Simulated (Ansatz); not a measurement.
Isolated molecules relaxed with PBE0-D4/def2-TZVP in Ansatz; ΔE leaves out vibrations. CCSD(T)/CBS is the MP2 limit (def2-TZVPP, def2-QZVPP) plus CCSD(T) − MP2 in def2-TZVPP, frozen cores. DFT in def2-TZVPP. HSE06 is defined as in plane-wave codes. For Br, Ti outer-core shells are correlated without core-valence functions, which leaves a few kJ/mol of doubt a bond. Scalar relativity is left out up to krypton. Each species was taken in one conformer, which may not be the lowest.

`[F][Ti]([F])([Cl])[Br]` + `C[S][Al]([Cl])[Cl]` → `C[S][Ti]([F])([F])[Cl]` + `[Cl][Al]([Cl])[Br]`  (redistribution)

```
 level  ΔE (kJ/mol)
revPBE          5.5
 HSE06          4.7
```

Problem. What does CCSD(T)/CBS give? (An estimate is asked.)

Solution. Computed: -1.4 kJ/mol. The listed levels differ from it by 6.9, 6.1 kJ/mol.

Largest T1 diagnostic among the species: 0.025, so the coupled-cluster value is less sure than usual.

In def2-TZVPP, CCSD(T) changes the Hartree–Fock value by −5.8 kJ/mol (the triples alone add −1.3 kJ/mol) and MP2 by −6.5 kJ/mol. Leaving LDA and LC-ωPBE aside and taking each functional with its dispersion term where it has one, the values, not all of them listed here, spread over 2.5 kJ/mol, from ωB97M-V to B97M-V.
